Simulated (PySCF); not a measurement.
# Computed records: Al2FH2N

Computed with PySCF 2.14.0. Calculation on a computer-drawn molecule: the log of a Hartree-Fock and frozen-core CCSD(T) single point meant for a local Hartree-Fock minimum, with one planted fault or none, to be diagnosed. Offsets are logged minus clean, where the clean run is the same molecule without the fault. The reference is restricted for singlets and unrestricted otherwise, and also for a bond in bohr or an excited solution. Adding or removing an electron swaps singlet and doublet. The excited solution moves the top pair (singlet) or top alpha electron (doublet) to the lowest empty orbital. Highest occupied and lowest empty are orbital energies over both spins, largest force is the largest gradient component, triples share is (T) over the correlation energy, the T1 limit is 0.02 restricted and 0.045 unrestricted, electrons count all cores, a negative frequency is imaginary (commonest isotopes), and the dipole is about the centre of nuclear charge.

Common to all runs: meant charge 0; meant multiplicity 1; meant basis cc-pV(D+d)Z; logged electrons 44; logged basis functions 84; logged SCF converged yes; logged spin squared 0; logged CC converged yes; logged SCF stable within its kind yes; possible faults no fault, one electron removed, one electron added, multiplicity raised by two, geometry at a saddle point, SCF held on an excited solution, minimal basis STO-3G, one bond length entered in bohr, all coordinates scaled.

(1) 
```xyz
6
formula=Al2FH2N logged_highest_occupied=-8.3466 logged_lowest_empty=1.2249 logged_largest_force=1.537e-05 logged_lowest_frequency=88.26 logged_T1_diagnostic=0.015284 logged_D1_diagnostic=0.041268 logged_triples_share=0.022949 logged_dipole_magnitude=1.2106 logged_energy_HF=-639.0323 logged_energy_CCSD(T)=-639.53761 planted_fault=no_fault HF_energy_offset_from_clean_run=0 CCSD(T)_energy_offset_from_clean_run=0
F      0.5580     2.2050    -1.6500
Al    -0.8511     2.5047    -0.8326
N     -2.1702     1.3253    -0.9309
Al    -3.8363     1.2612    -0.2117
H     -0.9612     3.8262    -0.0008
H     -1.9391     0.5244    -1.5097
```

Units: logged_highest_occupied, logged_lowest_empty in eV; logged_largest_force in hartree/bohr; logged_lowest_frequency in cm⁻¹; logged_dipole_magnitude in debye; logged_energy_HF, logged_energy_CCSD(T) in hartree; HF_energy_offset_from_clean_run, CCSD(T)_energy_offset_from_clean_run in kcal/mol.

Drawn bonds:
```
atom  other atom  order
   1           2      1
   2           3      1
   3           4      1
   2           5      1
   3           6      1
```

(2) 
```xyz
6
formula=Al2FH2N logged_highest_occupied=-8.6532 logged_lowest_empty=0.99588 logged_largest_force=0.05318 logged_T1_diagnostic=0.018721 logged_D1_diagnostic=0.05626 logged_triples_share=0.026558 logged_dipole_magnitude=2.4147 logged_energy_HF=-638.99165 logged_energy_CCSD(T)=-639.50953
F      0.6093     2.4079    -1.8018
Al    -0.9294     2.7351    -0.9092
N     -2.3698     1.4473    -1.0166
Al    -4.1893     1.3772    -0.2312
H     -1.0496     4.1783    -0.0009
H     -2.1175     0.5727    -1.6486
```

Units: logged_highest_occupied, logged_lowest_empty in eV; logged_largest_force in hartree/bohr; logged_dipole_magnitude in debye; logged_energy_HF, logged_energy_CCSD(T) in hartree.

Drawn bonds:
```
atom  other atom  order
   1           2      1
   2           3      1
   3           4      1
   2           5      1
   3           6      1
```

Questions
1. Which fault was planted in the run of Al2FH2N (entry 2)?

## Answers
1. all coordinates scaled, by +9.2 %

Further results for Al2FH2N (entry 2):

- HF energy offset from clean run: 25.51 kcal/mol
- CCSD(T) energy offset from clean run: 17.62 kcal/mol
